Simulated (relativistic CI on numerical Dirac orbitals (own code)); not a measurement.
Te: what numerical and physical settings do to a radial Dirac CI calculation

Reference input:

```
atom Te  Z=52  charge=0  electrons=52
nucleus A=130  rms_radius_fm=4.7423
hamiltonian dirac-coulomb  breit=on  qed=on  c_scale=1
orbitals kli  potential=per-configuration
slater_scale 1
correlation none
mixing on
grid step=0.0125 r_max=259.4
scf mixing=0.4 start=green max_iterations=150 tolerance=2e-08 node_fill=0.05
configurations
  [Kr] 4d10 5s2 5p4
  [Kr] 4d10 5s2 5p3 5d
  [Kr] 4d10 5s 5p5
  [Kr] 4d10 5s2 5p3 6s
  [Kr] 4d10 5s2 5p3 6p
end
```

Computed lowest total energy -6785.27428 Ha, first excitation 4649.2 cm⁻¹, 59 SCF steps. Runs with settings changed; * marks those that are bad on purpose (the QED terms keep the true α when c is scaled):

| Changed | Outcome | Lowest level | ΔE (Ha) | First excitation (cm⁻¹) | SCF steps | Message |
| --- | --- | --- | --- | --- | --- | --- |
| SCF mixing 0.7 | converged | 5s2 5p4 3P_2 | -2.24e-10 | 4649.2 | 50 |  |
| SCF tolerance 1e-06 | converged | 5s2 5p4 3P_2 | -6e-09 | 4649.2 | 50 |  |
| SCF mixing 0.9 | converged | 5s2 5p4 3P_2 | -1.18e-11 | 4649.2 | 48 |  |
| speed of light × 2, nuclear radius 4.2681 fm, node fill of the KLI weights 0.2 | converged | 5s2 5p4 3P_2 | 134 | 993.0 | 57 |  |
| node fill of the KLI weights 50 * | converged | 5s2 5p4 3P_2 | 1 | 6149.0 | 75 |  |
| SCF mixing 1.3 * | converged | 5s2 5p4 3P_2 | 6.06e-10 | 4649.2 | 53 |  |

With so few configurations and no correlation, terms lie too far apart (by 10 to 50 % near neutrality), their order can be wrong, and levels of other configurations are missing.
